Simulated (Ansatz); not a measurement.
One change: `CC(C)(C)N([SiH3])[SiH3]` becomes `CC(C)(C)I`.

Ansatz, PBE0-D4/def2-TZVP geometries, multiplicity 1. 

Elements past krypton have def2 core potentials.  Spin–orbit coupling is left out; it splits and shifts lone-pair levels of the heavy atoms by tenths of an eV.

| property | `CC(C)(C)N([SiH3])[SiH3]` |
| --- | --- |
| HOMO–LUMO gap (PBE/def2-TZVPP) / eV | 5.14 |
| size of the dipole moment (PBE/def2-TZVPP) / D | 1.56 |
| HOMO energy (B3LYP/def2-TZVPP) / eV | -6.74 |
| HOMO energy (ωB97M-V/def2-TZVPP) / eV | -9.23 |
| HOMO–LUMO gap (B3LYP/def2-TZVPP) / eV | 6.87 |
| size of the dipole moment (ωB97M-V/def2-TZVPP) / D | 1.57 |

Problem. What does the change do to each property? (Estimate.)

Solution. Ansatz gave: 
```csv
property,`CC(C)(C)I`,shift
HOMO–LUMO gap (PBE/def2-TZVPP) / eV,4.22,-0.92
size of the dipole moment (PBE/def2-TZVPP) / D,2.28,0.72
HOMO energy (B3LYP/def2-TZVPP) / eV,-6.85,-0.11
HOMO energy (ωB97M-V/def2-TZVPP) / eV,-9.27,-0.04
HOMO–LUMO gap (B3LYP/def2-TZVPP) / eV,5.80,-1.07
size of the dipole moment (ωB97M-V/def2-TZVPP) / D,2.31,0.74
```

With PBE0 the HOMO falls by 0.14 eV and the LUMO falls by 1.12 eV, so the gap narrows by about 0.98 eV. PBE moves the HOMO by -0.28 eV and ωB97M-V by -0.04 eV. Dipoles are sizes alone; their direction can turn.

B3LYP here is the variant with VWN-RPA as its local correlation; programs differ in this.
